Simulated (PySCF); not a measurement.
H₇BN₂O₂Si, SMILES N[SiH2]NB(O)O at its CAM-B3LYP/def2-SVP optimised geometry (Å):

```
13

Si     0.8826     1.1078     0.0024
N      2.3644     0.5749     0.7146
N     -0.2037    -0.2565     0.0000
B     -1.6309    -0.2565     0.0000
O     -2.3907    -1.4014    -0.0029
O     -2.2923     0.9373     0.0000
H      0.1857     2.2186     0.7026
H      1.2774     1.5698    -1.3599
H      3.2469     0.9188     0.3539
H      2.4314     0.3587     1.7033
H      0.2701    -1.1511    -0.0806
H     -1.8848    -2.2186     0.0154
H     -3.2469     0.8105     0.0210
```

Calculation: PySCF with CAM-B3LYP/def2-TZVP. Cells within 0.4 Å of a nucleus heavier than hydrogen are left out (blank, or x).

Map of the electron localisation function on the plane z = 0.0 Å:

```
|00000000000000000000000000000|
|00000000000000000000000000000|
|00000000000000000000000000000|
|00000000000000000000000000000|
|00000000000000000000000000000|
|00000000000015641000000000000|
|00000000000039985100000000000|
|00000000100049997200000000000|
|00000002440029997300000000000|
|00000025774008994111112320000|
|00013457897004603113247874000|
|00047997x8710112xx06569986000|
|00068998xx611460x527679986000|
|00036887885256881078778873000|
|0000011251x38xx85158876420000|
|000000012xx28xx74017875200000|
|00000257882376996004775200000|
|00003688x86126999200453000000|
|0001478xx75104999300010000000|
|00003577899300788200000000000|
|00001234899600143000000000000|
|00000002688600000000000000000|
|00000000256400000000000000000|
|00000000011000000000000000000|
|00000000000000000000000000000|
|00000000000000000000000000000|
|00000000000000000000000000000|
|00000000000000000000000000000|
|00000000000000000000000000000|
```
Scale: ten equal steps from 0.000 (start of '0') to 0.998 (end of '9'), in the order '0123456789'; x runs from -5.50 to 5.50, y from -5.50 (bottom) to 5.50 (top).
